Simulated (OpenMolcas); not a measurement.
**I⁶⁺: effect of the active space**

```
Program             : OpenMolcas
Method              : CASSCF or its RAS form
Basis               : ANO-R2
Scalar Hamiltonian  : X2C, finite nucleus
Spin-orbit coupling : RASSI with atomic mean-field integrals over the reference wave functions, term energies averaged over their components
```

A. 1 electron in 4 orbitals (5s 5p); 2S+1 = 2 even, 1 root; 2S+1 = 2 odd, 3 roots; cost of the order of 8 core-seconds
B. 1 electron in 8 orbitals (5s 5p 6s 6p); 2S+1 = 2 even, 1 root; 2S+1 = 2 odd, 3 roots; cost roughly 9 core-seconds
C. 1 electron in 9 orbitals (RAS2 5s 5p; RAS3 5d, at most 1 electron); 2S+1 = 2 even, 1 root; 2S+1 = 2 odd, 3 roots; cost roughly 29 core-seconds

Energies in cm⁻¹ above 5s ²S_1/2, the measured ground level; measured values from Moore, Atomic Energy Levels, vol. III, NSRDS-NBS 35 (1971 reprint of NBS Circular 467, 1958).

| Level | A | B | C | Measured |
| --- | --- | --- | --- | --- |
| 5s ²S_1/2 | 0.0 | 0.0 | 0.0 | 0.0 |
| 5p ²P°_1/2 | 103662 | 103662 | 103662 | 104960 |
| 5p ²P°_3/2 | 116910 | 116910 | 116910 | 119960 |

Deviations, from unrounded energies. A percentage is the sum of absolute deviations over the sum of measured energies, with the sign that they share, or ± where signs differ.

```
           Against measurement  Levels     A     B     C
mean absolute deviation (cm-1)       2  2200  2200  2200
      other configurations (%)       2  -1.9  -1.9  -1.9
```

A, B, C lie about equally close to measurement. The largest miss of C in the table is 5p ²P°_3/2, by -3100 cm-1. The ranking rests on the paired levels alone, and a cruder setting can come out closer through cancelling errors.

Among A to C no level of the table moves by more than 5 cm-1.

With one active electron the reference holds no correlation, so core polarisation is missing. With one active electron outside closed inactive shells, the extra shells (6p 6s) add no correlation to the reference (holds for B). With one active electron outside closed inactive shells, the extra shells (5d) add no correlation to the reference (holds for C). Measured partners are found by configuration, term and J. A level has none where our copy of the source lacks it or the pairing is in doubt (some pairs that miss far off the trend of their configuration count as doubtful), and it then counts in no deviation. Only configurations of the active space appear.

° marks odd parity.
